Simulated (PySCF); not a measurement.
Radial density of Ta²⁺ (tantalum, charge +2)

UHF, [Xe] 4f14 5d2 6s1, high-spin 4F determinant (an excited configuration). All numbers are calculated (PySCF 2.14, scalar relativity through the core potential, in aug-cc-pwCVDZ-PP with ECP60MDF). This is the valence pseudo-density: the core potential removes the inner electrons and smooths the orbitals near the nucleus.

```tsv
r (bohr)	4πr²ρ (e/bohr)	4πr²(ρα − ρβ)
0.139	3.183e-05	0.0000
0.234	0.0001813	0.0000
0.394	0.02977	0.0017
0.663	2.589	0.1139
1.12	9.719	0.8597
1.88	3.360	1.3736
3.16	0.6550	0.6242
5.31	0.03134	0.0313
8.93	5.887e-05	0.0001
```

Energies and moments cover only the electrons outside the core potential. Spin-orbit coupling, absent here, splits the open shell strongly.
